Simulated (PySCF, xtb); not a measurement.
BH3O2S, SMILES OB(O)S.

xtb 6.7.1 with GFN2-xTB at its own geometry gives an orbital gap of 5.64 eV and a dipole moment of 5.25 D.

The structure is a stationary point at B3LYP-D3(BJ)/def2-SVP. Other conformers were not sampled.

What does PySCF with M06-2X/def2-TZVPD give? (Estimate from the structure and the level; the computed values follow.)

gap 8.08 eV (levels -8.60 and -0.52 eV), dipole 3.35 D.
